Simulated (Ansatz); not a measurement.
Start from `[SiH3]C=[Se]` and change one atom or group to get `OC=[Se]`.

Ansatz, PBE0-D4/def2-TZVP geometries, multiplicity 1. Each molecule was computed in one conformer, which needn't be the lowest.

Scalar relativity is left out up to krypton.

| property | `[SiH3]C=[Se]` |
| --- | --- |
| size of the dipole moment (B3LYP/def2-TZVPP) / D | 1.29 |
| zero-point energy (PBE0-D4/def2-TZVP) / kJ/mol | 105.0 |
| HOMO energy (PBE/def2-TZVPP) / eV | -5.17 |
| HOMO energy (PBE0/def2-TZVPP) / eV | -6.32 |
| ideal-gas entropy at 298 K and 1 bar (rigid rotor, harmonic PBE0-D4/def2-TZVP) / J/(mol·K) | 310 |
| HOMO–LUMO gap (PBE/def2-TZVPP) / eV | 1.27 |

(1) What does the change do to each property? (Estimate.)

Answers

(1) Computed: 
```
                                                                                  property  `OC=[Se]`  shift
                                          size of the dipole moment (B3LYP/def2-TZVPP) / D       3.69   2.40
                                            zero-point energy (PBE0-D4/def2-TZVP) / kJ/mol       80.7  -24.3
                                                         HOMO energy (PBE/def2-TZVPP) / eV      -5.22  -0.05
                                                        HOMO energy (PBE0/def2-TZVPP) / eV      -6.35  -0.03
ideal-gas entropy at 298 K and 1 bar (rigid rotor, harmonic PBE0-D4/def2-TZVP) / J/(mol·K)        273    -37
                                                       HOMO–LUMO gap (PBE/def2-TZVPP) / eV       2.47   1.20
```

The zero-point energy changes by -24.3 kJ/mol with -6 modes. Dipoles are sizes alone; their direction can turn.

B3LYP here is the variant with VWN-RPA as its local correlation; programs differ in this.

Spin–orbit coupling is left out; it splits and shifts lone-pair levels of the heavy atoms by tenths of an eV.
